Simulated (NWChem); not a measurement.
# Atomisation of C$_{3}$H$_{5}$NOSi

```
C
C 1 1.3716
O 2 1.3378 1 125.47
H 1 1.0991 2 118.46 3 180.00
H 2 1.1059 3 112.92 1 180.00
C 1 1.4560 4 119.55 2 180.00
N 6 1.3013 1 126.65 4 180.00
H 6 1.1159 7 117.71 1 180.00
Si 7 1.7379 6 119.22 8 180.00
H 9 1.5002 7 113.04 6 -117.24
H 9 1.5002 10 109.80 3 -115.79
```
Charge 0, spin multiplicity 1.

Program: NWChem. Structure: optimised with PBE/def2-SVP, held to Cs symmetry and with no frequency check, so it may be a saddle point. It is one conformer; others weren't searched.

Basis set: def2-SVP. The atomisation energy is electronic alone: no zero-point, thermal, spin-orbit or counterpoise terms. No value is extrapolated to the basis-set limit. Free atoms are single determinants with multiplicities C 3, O 3, Si 3, N 4, H 2. Correlated methods freeze the same cores in atoms and molecule, 10 orbitals in all.

B3LYP has NWChem's definition, with VWN1-RPA local correlation. The structure started from a generated list of species. The stability of the SCF solutions was not checked. Open-shell Hartree-Fock references start from PBE0 orbitals.

**Question.** One of these methods gave an atomisation energy of 1115.1 kcal/mol. Which?
(A) MP2
(B) BHandHLYP
(C) B3LYP
(D) BP86

**Answer.** C, B3LYP. The others give 1072.9 (BHandHLYP), 1159.5 (BP86), 1074.8 (MP2).
